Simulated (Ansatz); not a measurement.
One geometry of the cluster HAu₂, several levels of theory.

```yaml
crystal:
  periodic: [false, false, false]
  atoms:
    - {symbol: Au, position_ang: [-0.171469, 0.369114, 0.423833]}
    - {symbol: Au, position_ang: [0.929378, -1.940370, -0.021459]}
    - {symbol: H, position_ang: [-0.757909, 1.571257, -0.402374]}
basis:
  gaussian: {orbitals: def2-TZVP, initial_orbitals: start.molden}
magnetization: {spin_polarized: true, initial_magnetization: 1}
hamiltonian: {xc: pbe}
correlation: {method: rpa}
scf: {omitted_lower_state_checks: [starts]}
```

The file start.molden holds the orbitals of an earlier run on this structure, at another level or in another basis.

```sh
$ ansatz run in.yaml --threads 4 --pin off --events-out ev --progress --plain --max-ram 3916MiB
```

Output, abridged:

```
Functional definition: PBE
802 factors; integrals over basis functions are off by at most 9.1e-4 eV
mean field evaluation 1: about -7405.3327 eV, gradient 4.9e0 eV
mean field evaluation 2: about -7405.4359 eV, gradient 1.5e-1 eV
mean field evaluation 4: about -7405.4347 eV, gradient 4.8e-3 eV
mean field evaluation 8: about -7405.4347 eV, gradient 1.2e-6 eV
mean field -7405.43473970 eV, -272.1447070999 hartree, gradient 1.4e-6 eV, S^2 0.752045; 0 other end points of the search recorded, 0 dependent functions left out
reference -7349.43630487 eV, -270.0868025771 hartree; 20, 19 occupied and 66, 67 virtual orbitals, 802 factors
Total energy: -7379.94939855 eV, -271.2081380873 hartree
Checks for a lower state left out: starts
```

Hardware: 4 threads of Arm Neoverse V1 on a shared host. Wall time 2.2 s.

As the first input, with `hamiltonian: {xc: {name: LC-wPBE, parameters: {omega: 0.1/bohr}}}`, `output: {orbitals: {seedname: orbitals}}` and without the key `correlation` (abridged; 2.1 s):

```
Functional definition: LC-wPBE
mean field -7405.48139023 eV, -272.1464214752 hartree, gradient 2.2e-5 eV, S^2 0.753295
Total energy: -7405.48139036 eV, -272.1464214803 hartree
Checks for a lower state left out: starts
```

As the first input, with `gaussian: {orbitals: def2-TZVPP, initial_orbitals: start.molden}`, `correlation: {method: ccsd_t}`, `scf: {omitted_lower_state_checks: [starts, cluster_reference]}`, `output: {orbitals: {seedname: orbitals}}` and without the key `hamiltonian` (abridged; 49 s):

```
Functional definition: HF
mean field -7350.91422259 eV, -270.1411150516 hartree, gradient 2.8e-6 eV, S^2 0.784956
second order -34.02166214 eV of doubles, -0.00000000 eV of singles
cycle   1  -30.50081636 eV  change     3.5e0 eV  update   1.7e-1
cycle   2  -31.61572155 eV  change    -1.1e0 eV  update   5.6e-2
cycle   3  -31.77724163 eV  change   -1.6e-1 eV  update   4.0e-2
cycle   4  -31.74077761 eV  change    3.6e-2 eV  update   2.4e-2
cycle   5  -31.72165333 eV  change    1.9e-2 eV  update   1.6e-2
cycle   6  -31.74536611 eV  change   -2.4e-2 eV  update   9.3e-3
cycle   7  -31.75446339 eV  change   -9.1e-3 eV  update   5.9e-3
cycle   8  -31.75286195 eV  change    1.6e-3 eV  update   3.6e-3
cycle   9  -31.75332232 eV  change   -4.6e-4 eV  update   2.2e-3
cycle  10  -31.75368970 eV  change   -3.7e-4 eV  update   1.1e-3
cycle  11  -31.75270425 eV  change    9.9e-4 eV  update   6.6e-4
cycle  12  -31.75431383 eV  change   -1.6e-3 eV  update   4.2e-4
cycle  13  -31.75386637 eV  change    4.5e-4 eV  update   2.9e-4
cycle  14  -31.75411925 eV  change   -2.5e-4 eV  update   1.8e-4
cycle  15  -31.75410690 eV  change    1.2e-5 eV  update   1.0e-4
cycle  16  -31.75404776 eV  change    5.9e-5 eV  update   5.8e-5
cycle  17  -31.75407066 eV  change   -2.3e-5 eV  update   3.1e-5
perturbative correction -1.19231320 eV, -0.0438167019 hartree
Total energy: -7383.86060645 eV, -271.3518723266 hartree
Checks for a lower state left out: starts, cluster_reference
```

As the first input, with `hamiltonian: {xc: pbe0, dispersion: d4}`, `output: {orbitals: {seedname: orbitals}}` and without the key `correlation`, `scf` (abridged; 2.6 s):

```
Functional definition: PBE0
mean field evaluation 16: about -7402.6737 eV, gradient 8.0e-2 eV
mean field -7402.67380021 eV, -272.0432444451 hartree, gradient 5.3e-5 eV, S^2 0.758188; 1 other end points of the search recorded, 0 dependent functions left out
Total energy: -7402.72811323 eV, -272.0452404119 hartree
```

As the first input, with `gaussian: {orbitals: def2-TZVPD, initial_orbitals: start.molden}`, `hamiltonian: {xc: pbe0, dispersion: d4}`, `output: {orbitals: {seedname: orbitals}}` and without the key `correlation` (abridged; 1.6 s):

```
Functional definition: PBE0
mean field -7402.71364392 eV, -272.0447086745 hartree, gradient 9.2e-6 eV, S^2 0.758752
Total energy: -7402.76795667 eV, -272.0467046312 hartree
Checks for a lower state left out: starts
```

First input, but with `hamiltonian: {xc: {name: revPBE}, dispersion: d4}`, `output: {orbitals: {seedname: orbitals}}` and without the key `correlation` (abridged; 1.4 s):

```
Functional definition: revPBE
mean field -7407.97796416 eV, -272.2381688752 hartree, gradient 1.4e-5 eV, S^2 0.752276
Total energy: -7408.11142560 eV, -272.2430734926 hartree
Checks for a lower state left out: starts
```

As the first input, with `correlation: {method: mp2}`, `output: {orbitals: {seedname: orbitals}}` and without the key `hamiltonian` (abridged; 0.7 s):

```
Functional definition: HF
mean field -7350.85779012 eV, -270.1390411964 hartree, gradient 1.4e-6 eV, S^2 0.785485
second order -23.55033898 eV of doubles, -0.00000000 eV of singles
Total energy: -7374.40812910 eV, -271.0045001909 hartree
Checks for a lower state left out: starts
```

Geometry: PBE-D4/def2-TZVP.

In the def2 sets Au takes a core potential; there is no spin–orbit coupling. Correlated methods freeze no core orbitals; core or outer-core shells of Au are correlated, in sets that lack core-valence functions. The structure comes from a short search, and lower isomers may exist.
